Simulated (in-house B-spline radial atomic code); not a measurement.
What moves the levels of Pm ([Xe] 4f5 6s2)? Method: Dirac-Hartree-Fock, average of configuration, Fermi nucleus of rms radius 4.962 fm. Calculated with a B-spline radial code for spherical atoms.

Baseline run (computed): total energy -10022.0924 hartree, 1s1/2 at -1670.177 hartree, 6s1/2 at -4.8026 eV with <r> = 4.705 bohr.

Scaling the speed of light c (a factor of 100 is close to the non-relativistic limit):

```csv
c/c0,ΔE (hartree),6s1/2 level (eV),6s1/2 <r> (bohr)
0.95,-44.527,-4.83417,4.677
0.98,-16.866,-4.81448,4.694
1.02,15.743,-4.79166,4.715
1.5,213.21,-4.66139,4.839
100,367.37,-4.56769,4.934
```

Changing the nucleus:

| nucleus | ΔE (eV) |
| --- | --- |
| Gaussian nucleus of rms radius 4.962 fm | -0.0791 |
| uniform spherical nucleus of rms radius 4.962 fm | 0.0244 |
| Gaussian nucleus of rms radius 0.01 fm | -16.1 |
| Fermi nucleus of rms radius 4.8628 fm | -0.57 |
| Fermi nucleus of rms radius 5.0612 fm | 0.579 |

A larger nucleus binds the electrons less, roughly as the density at the nucleus times the change of the nuclear <r²>. At equal rms radius the shape enters only through higher moments. A radius of 0.01 fm is nearly a point.

**Question.** The nuclear charge is raised by 0.1. What does the Hellmann-Feynman theorem predict for the energy, and what is found?

**Answer.** dE/dZ ≈ -Σ<1/r>, which is -402.084 at the start and -403.048 at the end; their mean times 0.1 is -40.257 hartree, and the two runs differ by -40.256 hartree.
